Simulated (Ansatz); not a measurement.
Coupled-cluster run, CH8SiSn (`[SiH3][CH2][SnH3]`).

```yaml
crystal:
  periodic: [false, false, false]
  atoms:
    - {symbol: Si, position_ang: [-1.014319, 1.217144, -0.518498]}
    - {symbol: C, position_ang: [-0.585248, -0.573243, -0.227136]}
    - {symbol: Sn, position_ang: [1.355195, -0.870884, 0.647405]}
    - {symbol: H, position_ang: [-2.365850, 1.374228, -1.124023]}
    - {symbol: H, position_ang: [-0.019260, 1.839949, -1.433706]}
    - {symbol: H, position_ang: [-0.991212, 1.965454, 0.768043]}
    - {symbol: H, position_ang: [-1.318237, -1.034014, 0.440488]}
    - {symbol: H, position_ang: [-0.606207, -1.125397, -1.170530]}
    - {symbol: H, position_ang: [1.422908, -0.088538, 2.163707]}
    - {symbol: H, position_ang: [1.637070, -2.542820, 0.857798]}
    - {symbol: H, position_ang: [2.550661, -0.218879, -0.382949]}
basis:
  gaussian: {orbitals: def2-TZVPP}
correlation: {method: ccsd_t}
output: {orbitals: {seedname: orbitals}}
```

```sh
$ ansatz run in.yaml --threads 4 --pin off --events-out ev --progress --plain --max-ram 10444MiB
```

Output of Ansatz, abridged:

```
Functional definition: HF
1490 factors; integrals over basis functions are off by at most 1.1e-3 eV
mean field evaluation 1: about -14822.3552 eV, gradient 2.8e1 eV
mean field evaluation 2: about -14822.5116 eV, gradient 2.8e1 eV
mean field evaluation 4: about -14824.9701 eV, gradient 3.3e0 eV
mean field evaluation 8: about -14825.0145 eV, gradient 1.5e-1 eV
mean field -14825.01461566 eV, -544.8092383697 hartree, gradient 1.4e-6 eV, S^2 0.000000; 0 other end points of the search recorded, 0 dependent functions left out
10 core orbitals not correlated: weight in the atoms' cores, before any rotation towards them, 1.000 or more for the frozen orbitals, at most 0.000 for the correlated occupied ones
reference -14825.01461566 eV, -544.8092383697 hartree; 15, 15 occupied and 210, 210 virtual orbitals, 1490 factors
second order -17.75343774 eV of doubles, -0.00000000 eV of singles
cycle   1  -18.31550497 eV  change   -5.6e-1 eV  update   9.9e-2
cycle   2  -18.87487244 eV  change   -5.6e-1 eV  update   3.0e-2
cycle   3  -18.93615636 eV  change   -6.1e-2 eV  update   1.2e-2
cycle   4  -18.92801094 eV  change    8.1e-3 eV  update   3.0e-3
cycle   5  -18.92752123 eV  change    4.9e-4 eV  update   9.8e-4
cycle   6  -18.92737644 eV  change    1.4e-4 eV  update   2.7e-4
cycle   7  -18.92729204 eV  change    8.4e-5 eV  update   8.0e-5
cycle   8  -18.92731456 eV  change   -2.3e-5 eV  update   2.6e-5
perturbative correction -0.59728845 eV, -0.0219499457 hartree
Total energy: -14844.53921867 eV, -545.5267542960 hartree
```

It took 99 s on 4 threads of an Arm Neoverse V1 on a shared host, with 4.5 GiB of host memory at the peak.

Correlation energy per correlated electron: -0.651 eV. T1 diagnostic: 0.0122.
